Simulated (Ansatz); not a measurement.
Geometry optimisation, RKS PBE/cc-pVDZ (Ansatz 0.2.0).

Input file:

```yaml
crystal:
  periodic: [false, false, false]
  atoms:
    - { symbol: B, position_ang: [-0.4043, 1.4399, 0.0577] }
    - { symbol: Si, position_ang: [0.2644, -0.3121, 0.1973] }
    - { symbol: O, position_ang: [-0.2921, -1.0101, 1.6586] }
    - { symbol: S, position_ang: [-0.3461, -1.4883, -1.4545] }
    - { symbol: H, position_ang: [-1.1517, 1.757, -0.8803] }
    - { symbol: H, position_ang: [-0.1898, 2.3131, 0.8602] }
    - { symbol: H, position_ang: [1.764, -0.2455, 0.1836] }
    - { symbol: H, position_ang: [0.2442, -1.868, 1.7065] }
    - { symbol: H, position_ang: [0.1997, -0.6323, -2.3462] }
basis:
  gaussian: { orbitals: cc-pVDZ }
hamiltonian:
  xc: pbe
relax:
  f_tol: 0.015
  max_steps: 40
```

Run as:

```bash
$ ansatz run input.yaml --threads 1 --pin off --max-ram 2048MiB --backend cpu --events-out ev --progress --plain --runs-dir out
```

Problem. Where does it end, and by what steps?

Solution. It converged. After 24 steps the energy has fallen by 0.971 eV; H6 moved furthest, 1.67 Å. Joined: B1–S4.

```json
{"step": "0", "energy less start (eV)": "0.0000", "largest force component (eV/Å)": "2.372", "accepted": "yes"}
{"step": "1", "energy less start (eV)": "-0.2642", "largest force component (eV/Å)": "1.083", "accepted": "yes"}
{"step": "2", "energy less start (eV)": "-0.3281", "largest force component (eV/Å)": "0.455", "accepted": "yes"}
{"step": "3", "energy less start (eV)": "-0.3483", "largest force component (eV/Å)": "0.322", "accepted": "yes"}
{"step": "4", "energy less start (eV)": "-0.3854", "largest force component (eV/Å)": "0.095", "accepted": "yes"}
{"step": "5", "energy less start (eV)": "-0.4128", "largest force component (eV/Å)": "0.089", "accepted": "yes"}
{"step": "6", "energy less start (eV)": "-0.4195", "largest force component (eV/Å)": "0.437", "accepted": "yes"}
{"step": "7", "energy less start (eV)": "-0.4561", "largest force component (eV/Å)": "0.088", "accepted": "yes"}
{"step": "8", "energy less start (eV)": "-0.4506", "largest force component (eV/Å)": "0.823", "accepted": "no"}
{"step": "9", "energy less start (eV)": "-0.4730", "largest force component (eV/Å)": "0.126", "accepted": "yes"}
{"step": "10", "energy less start (eV)": "-0.4873", "largest force component (eV/Å)": "0.167", "accepted": "yes"}
{"step": "11", "energy less start (eV)": "-0.5075", "largest force component (eV/Å)": "0.336", "accepted": "yes"}
{"step": "12", "energy less start (eV)": "-0.5278", "largest force component (eV/Å)": "0.523", "accepted": "yes"}
{"step": "13", "energy less start (eV)": "-0.5628", "largest force component (eV/Å)": "0.205", "accepted": "yes"}
{"step": "14", "energy less start (eV)": "-0.5840", "largest force component (eV/Å)": "0.430", "accepted": "yes"}
{"step": "15", "energy less start (eV)": "-0.6365", "largest force component (eV/Å)": "0.615", "accepted": "yes"}
{"step": "16", "energy less start (eV)": "-0.7425", "largest force component (eV/Å)": "0.578", "accepted": "yes"}
{"step": "17", "energy less start (eV)": "-0.8953", "largest force component (eV/Å)": "0.407", "accepted": "yes"}
{"step": "18", "energy less start (eV)": "-0.8925", "largest force component (eV/Å)": "1.051", "accepted": "no"}
{"step": "19", "energy less start (eV)": "-0.9512", "largest force component (eV/Å)": "0.224", "accepted": "yes"}
{"step": "20", "energy less start (eV)": "-0.9662", "largest force component (eV/Å)": "0.161", "accepted": "yes"}
{"step": "21", "energy less start (eV)": "-0.9690", "largest force component (eV/Å)": "0.102", "accepted": "yes"}
{"step": "22", "energy less start (eV)": "-0.9711", "largest force component (eV/Å)": "0.059", "accepted": "yes"}
{"step": "23", "energy less start (eV)": "-0.9712", "largest force component (eV/Å)": "0.041", "accepted": "yes"}
{"step": "24", "energy less start (eV)": "-0.9714", "largest force component (eV/Å)": "0.011", "accepted": "yes"}
```

```xyz
9
Properties=species:S:1:pos:R:3
B -0.576 1.222 -0.242
Si 0.612 -0.150 0.494
O 0.239 -1.016 1.901
S -0.983 -0.539 -1.225
H -0.138 2.072 -0.988
H -1.551 1.434 0.450
H 1.878 -0.702 -0.128
H 0.647 -1.903 1.935
H -0.039 -0.464 -2.214
```

Run time: 56 s on 1 thread of Intel(R) Xeon(R) Platinum 8488C (Sapphire Rapids) (shared host), peak memory 0.16 GiB.
